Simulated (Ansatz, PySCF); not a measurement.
Pulling on the C2–H3 bond in CH6BeGe (SMILES [CH3][Be][GeH3]) (multiplicity 1 held, fragments rigid). Energies count from the point at 1.095 Å.
Geometry at that point (charge 0, multiplicity 1):
| atom | x (Å) | y (Å) | z (Å) |
|---|---|---|---|
| Be | -0.1838 | 1.0492 | -0.7546 |
| C | -0.4193 | 2.3926 | -1.7208 |
| H | -1.2268 | 3.0309 | -1.3459 |
| H | -0.6826 | 2.1178 | -2.7481 |
| H | 0.4784 | 3.0178 | -1.7796 |
| Ge | 0.1264 | -0.7213 | 0.5188 |
| H | 0.9812 | -1.8178 | -0.1578 |
| H | 0.8479 | -0.3987 | 1.8478 |
| H | -1.1919 | -1.4196 | 0.9253 |

Restricted levels (R-, RO-) in cc, def2 and unpolarised 6-31G sets keep to the state of the molecule at rest. Unrestricted levels (U-) break spin symmetry where that is lower. Levels need not reach the same state.

Correlated levels freeze the cores. Filled d and f shells under p-block atoms count as core. Rows in 3-21G carry no dispersion term and start afresh at each structure; the Pople sets are all-electron and without relativity.

Codes used: Ansatz (an electronic-structure program) with Gaussian orbitals; PySCF for 3-21G rows. 

Energies in kcal/mol.

```csv
R (Å),R-HF/3-21G,U-B3LYP/cc-pVTZ,R-MP2/cc-pVTZ,R-SCS-MP2/cc-pVTZ
0.876,29.1,27.7,27.9,28.1
0.986,5.5,5.4,5.3,5.4
1.095,0.0,0.0,0.0,0.0
1.205,4.1,3.6,4.0,3.9
1.315,13.2,12.0,12.9,12.6
1.479,30.8,28.1,30.2,29.6
1.643,50.0,45.2,48.6,47.5
1.917,81.0,71.3,76.9,75.1
2.191,108.3,91.2,100.4,97.8
2.520,135.7,102.8,121.8,118.2
2.958,164.4,108.5,140.4,135.3
3.506,190.5,110.5,150.9,143.8
```

Doubts at one or more of the structures used: a restricted determinant that unrestricted orbitals would lower (R-HF/3-21G, R-MP2/cc-pVTZ, R-SCS-MP2/cc-pVTZ); a spin-contaminated determinant (U-B3LYP/cc-pVTZ).
